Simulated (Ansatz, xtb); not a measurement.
Ranking isomers of C4H9B

3 gas-phase structures of C4H9B, from a drawn sample of its isomers (lower ones may exist). Each was relaxed with GFN2-xTB:

A. `BC1(C)CC1`, a singlet
B. `B[C@@H]1C[C@@H]1C`, a singlet
C. `B[C@@H]1C[C@H]1C`, a singlet

**Question.** Estimate their order in r2SCAN-D4/def2-SVP energy at these geometries, lowest first.

**Answer.** Calculated order at r2SCAN-D4/def2-SVP: C (0.0), B (1.5), A (10.3) kcal/mol.

Energies above the lowest of each column, in kcal/mol; the last columns are at PBE-D3(BJ)/def2-SVP geometries:

| structure | GFN2-xTB | HF/STO-3G | r2SCAN-D4/def2-SVP | PBE-D3(BJ)/def2-SVP | CCSD(T)/def2-SVP + ΔMP2/def2-TZVPP |
| --- | --- | --- | --- | --- | --- |
| C | 0.0 | 0.0 | 0.0 | 0.0 | 0.0 |
| B | 1.0 | 1.3 | 1.5 | 1.2 | 1.2 |
| A | 6.4 | 7.2 | 10.3 | 1.6 | 1.5 |

Every level run on C puts it lowest or level with the lowest. Flexible structures stand in one conformer each, not always the lowest. ΔMP2 is the change of the MP2 energy from the smaller to the larger basis.

Programs: Ansatz 0.2.0, xtb 6.7.1.
